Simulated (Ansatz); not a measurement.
Species: thiophen-3-amine, C4H5NS, charge 0, multiplicity 1. 
Coordinates optimised at B3LYP-D3(BJ)/def2-TZVP (Ansatz, a first-principles code):
SMILES: Nc1ccsc1
```xyz
11

N     -2.0348    -1.2204     0.3367
C     -0.8331    -0.5416     0.1140
C      0.4311    -1.2084     0.0961
C      1.4777    -0.3509    -0.0665
S      0.9559     1.2775    -0.1913
C     -0.6975     0.8142    -0.0368
H     -2.8589    -0.7074     0.0634
H     -2.0530    -2.1567    -0.0386
H      0.5428    -2.2778     0.2097
H      2.5265    -0.5926    -0.1138
H     -1.4770     1.5578    -0.0571
```
Charge 0, spin multiplicity 1.

Quantity: vertical triplet-singlet gap (E(triplet) - E(singlet); each state is the SCF solution reached for its spin; the UHF <S^2> is 2.18 for the triplet (pure: 2.00); for the singlet the Hartree-Fock reference is unstable and T1 is 0.013), in kcal/mol. Cores are frozen in the correlated levels unless marked. Open shells are spin-unrestricted. No spin-orbit coupling. No relativistic terms. CBS marks a two-point X^-3 extrapolation of the correlation energy; Hartree-Fock from the larger set. The bracket is a focal-point correction in the basis named.

| level | program | vertical triplet-singlet gap (kcal/mol) |
|---|---|---|
| SVWN5/def2-TZVPD | Ansatz | 83.1 |
| PBE/def2-TZVPD | Ansatz | (withheld) |
| r2SCAN/def2-TZVPD | Ansatz | 77.7 |
| B3LYP/def2-TZVPD | Ansatz | 80.4 |
| BHLYP/def2-TZVPD | Ansatz | (withheld) |
| CAM-B3LYP/def2-TZVPD | Ansatz | 80.4 |
| wB97M-V/def2-TZVPD | Ansatz | 84.8 |
| wB97X-V/def2-TZVPD | Ansatz | 83.1 |
| B2PLYP/def2-TZVPD | Ansatz | 85.1 |
| SCS-MP2/aug-cc-pV(D+d)Z | Ansatz | 99.8 |
| SCS-MP2/aug-cc-pV(T+d)Z | Ansatz | 100.5 |
| CCSD/aug-cc-pV(D+d)Z | Ansatz | (withheld) |
| CCSD/aug-cc-pV(T+d)Z | Ansatz | (withheld) |
| RI-MP2/CBS(aug-cc-pV(T+d)Z,aug-cc-pV(Q+d)Z)+[CCSD(T)-MP2]/aug-cc-pV(T+d)Z | Ansatz | 87.5 |

**Question.** Fill in the missing entries.

**Answer.** 
- PBE/def2-TZVPD, vertical triplet-singlet gap (kcal/mol): 80.0
- BHLYP/def2-TZVPD, vertical triplet-singlet gap (kcal/mol): 78.5
- CCSD/aug-cc-pV(D+d)Z, vertical triplet-singlet gap (kcal/mol): 84.4
- CCSD/aug-cc-pV(T+d)Z, vertical triplet-singlet gap (kcal/mol): 83.8
